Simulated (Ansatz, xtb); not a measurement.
**Ranking isomers of CGaOSi**

4 gas-phase structures of CGaOSi, found in a search over its isomers (lower ones may exist). Each was relaxed with GFN2-xTB; where two conformers were screened, the lower at r2SCAN-D4/def2-SVP is listed:

A. a doublet given by its coordinates
B. `[Si]=[C]1[O][Ga]1`, a doublet
C. `O=[Si]=[C][Ga]`, a doublet
D. a doublet given by its coordinates

A (Å):

```xyz
4

C    -0.2454   -0.7006   -0.4276
Ga    0.5178    1.2520    0.7009
O     0.5293    0.1658   -0.9644
Si   -1.4483   -0.7479    0.8750
```

Close contacts (Å): C1–Ga2 2.38, C1–O3 1.28, C1–Si4 1.77, Ga2–O3 1.99, Ga2–Si4 2.81.

D (Å):

```xyz
4

C    -2.4244    1.2973   -0.5939
Ga   -2.8388    1.4458   -3.6415
O    -2.6300    1.3885   -1.8991
Si   -2.9273    2.0410    0.8875
```

Close contacts (Å): C1–O3 1.32, C1–Si4 1.73, Ga2–O3 1.76.

Question: Which do you expect lowest at r2SCAN-D4/def2-SVP, and how would the others follow?

Answer: Calculated order at r2SCAN-D4/def2-SVP: A (0.000), B (0.424), D (0.764), C (1.300) eV.

Energies above the lowest of each column, in eV:

```csv
structure,GFN2-xTB,HF/STO-3G,r2SCAN-D4/def2-SVP
A,0.162,0.000,0.000
B,0.450,0.312,0.424
D,0.227,0.822,0.764
C,0.000,2.318,1.300
```

r2SCAN-D4/def2-SVP puts A lowest; GFN2-xTB picks C. Some further structures that were screened fall inside this span and aren't listed. Frequencies (PBE0-D3(BJ)/def2-SVP) were run for D alone. Open shells are spin-unrestricted, some with notable spin contamination.

Over these structures GFN2-xTB departs from r2SCAN-D4/def2-SVP by 0.506 eV on average once a common shift is removed. A GFN2-xTB relaxation took about 0.07 s and the r2SCAN-D4/def2-SVP energy about 4.4 s on a shared host (Ansatz 0.2.0, xtb 6.7.1).
